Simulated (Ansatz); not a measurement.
The lowest doublet and quartet of CCl (SMILES [C]Cl); geometries from B3LYP-D3(BJ)/def2-TZVP, each state relaxed from the structure named, with no frequency check.
Doublet (charge 0, multiplicity 2):
```xyz
2

C      0.000     0.000    -1.224
Cl     0.000     0.000     0.432
```

```
level                                         gap E(doublet) − E(quartet), vertical, at the doublet's geometry (kJ/mol)  cost
--------------------------------------------  -------------------------------------------------------------------------  ----
U-HF/cc-pV(D+d)Z                                                                                                 -109.5     -
U-HF/cc-pV(T+d)Z                                                                                                 -109.8     -
U-HF/cc-pV(Q+d)Z                                                                                                 -109.8     -
U-SVWN5/def2-TZVPP                                                                                               -234.7  ×0.7
U-PBE/def2-TZVPP                                                                                                 -233.6    ×1
U-r2SCAN/def2-TZVPP                                                                                              -195.9    ×1
U-B3LYP/def2-TZVPP                                                                                               -245.3  ×0.7
U-PBE0/def2-TZVPP                                                                                                -215.2  ×0.7
U-BHLYP/def2-TZVPP                                                                                               -230.8  ×0.8
U-wB97X-V/def2-TZVPP                                                                                             -247.7    ×1
U-wB97M-V/def2-TZVPP                                                                                             -249.0    ×2
U-B2PLYP/def2-TZVPP                                                                                              -239.5    ×1
U-MP2/cc-pV(D+d)Z                                                                                                -193.8     -
U-MP2/cc-pV(T+d)Z                                                                                                -206.8     -
U-MP2/cc-pV(Q+d)Z                                                                                                -212.5     -
U-SCS-MP2/cc-pV(D+d)Z                                                                                            -213.2     -
U-SCS-MP2/cc-pV(T+d)Z                                                                                            -233.9     -
U-SCS-MP2/cc-pV(Q+d)Z                                                                                            -242.0     -
U-CCSD/cc-pV(D+d)Z                                                                                               -207.9     -
U-CCSD/cc-pV(T+d)Z                                                                                               -215.7     -
U-CCSD/cc-pV(Q+d)Z                                                                                               -218.8     -
U-CCSD(T)/cc-pV(D+d)Z                                                                                            -216.7  ×0.9
U-CCSD(T)/cc-pV(T+d)Z                                                                                            -226.2    ×2
U-CCSD(T)/cc-pV(Q+d)Z                                                                                            -229.6    ×8
U-CCSDT/cc-pV(D+d)Z                                                                                              -217.6     -
U-CCSDT(Q)/cc-pV(D+d)Z                                                                                           -218.2    ×7
SA-CASSCF(3,4)/cc-pV(D+d)Z                                                                                       -169.5     -
SA-CASSCF(3,4)/cc-pV(T+d)Z                                                                                       -172.3     -
SA-CASSCF(3,4)/cc-pV(Q+d)Z                                                                                       -172.7     -
SC-NEVPT2 on SA-CASSCF(3,4)/cc-pV(D+d)Z                                                                          -200.1     -
SC-NEVPT2 on SA-CASSCF(3,4)/cc-pV(T+d)Z                                                                          -211.3     -
SC-NEVPT2 on SA-CASSCF(3,4)/cc-pV(Q+d)Z                                                                          -215.7     -
FIC-NEVPT4(SD) on SA-CASSCF(3,4)/cc-pV(D+d)Z                                                                     -212.6     -
FIC-NEVPT4(SD) on SA-CASSCF(3,4)/cc-pV(T+d)Z                                                                     -222.8     -
FIC-NEVPT4(SD) on SA-CASSCF(3,4)/cc-pV(Q+d)Z                                                                     -226.5     -
FIC-MRCISD+Q on SA-CASSCF(3,4)/cc-pV(D+d)Z                                                                       -215.9     -
FIC-MRCISD+Q on SA-CASSCF(3,4)/cc-pV(T+d)Z                                                                       -224.0     -
FIC-MRCISD+Q on SA-CASSCF(3,4)/cc-pV(Q+d)Z                                                                       -226.9     -
```

The rows run from -249.0 (U-wB97M-V/def2-TZVPP) to -109.5 kJ/mol (U-HF/cc-pV(D+d)Z). In cc-pV(Q+d)Z the value moves U-HF -109.8, U-MP2 -212.5, U-CCSD -218.8, U-CCSD(T) -229.6, a shift of -119.8 from U-HF to U-CCSD(T). From cc-pV(D+d)Z to cc-pV(Q+d)Z U-CCSD(T) changes by -12.9. The 9 U-functionals in def2-TZVPP without D3 or D4 span 53.1, from U-wB97M-V to U-r2SCAN.

A positive gap puts the quartet lower; no zero-point energy. U- takes an unrestricted doublet. The quartet is unrestricted in single-reference levels. Active spaces average the two states.

Frozen-core correlation.

Run with Ansatz (Gaussian orbitals). Values without a source in brackets are computed.

Costs are rough ratios of core time to U-PBE/def2-TZVPP (about 2.1 s over the structures, on one shared machine); a dash marks a level with no comparable run of its own.

Ansatz is a quantum-chemistry and plane-wave program.
